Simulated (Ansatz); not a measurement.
System: NaF, charge 1, doublet. NaF+ (parent SMILES [F][Na], doublet).
B3LYP-D3(BJ)/def2-TZVP minimum from Ansatz (a program for electronic structure):
```
Na
F 1 2.4971
```
Charge +1, spin multiplicity 2.

Total energies in def2-QZVPP, 7 correlated electrons, 6 frozen orbitals. UHF or UKS for unpaired electrons; spin-orbit terms are left out. Correlated methods leave the cores frozen. No relativity. The spin of FNa+ (parent SMILES [F][Na], doublet) was assumed, and the state is the lowest solution found for it.

| method | program | energy (Eh) | minus CCSDT(Q) (mEh) |
|---|---|---|---|
| HF | Ansatz | -261.09755 | 235.67 |
| MP2 | Ansatz | -261.31780 | 15.42 |
| CCSD | Ansatz | -261.32822 | 5.00 |
| CCSD(T) | Ansatz | -261.33291 | 0.30 |
| CCSDT(Q) | Ansatz | -261.33322 | 0.00 |

Rough core times of Ansatz's runs on a shared machine: CCSD(T) 80 s, CCSDT(Q) 10 min.
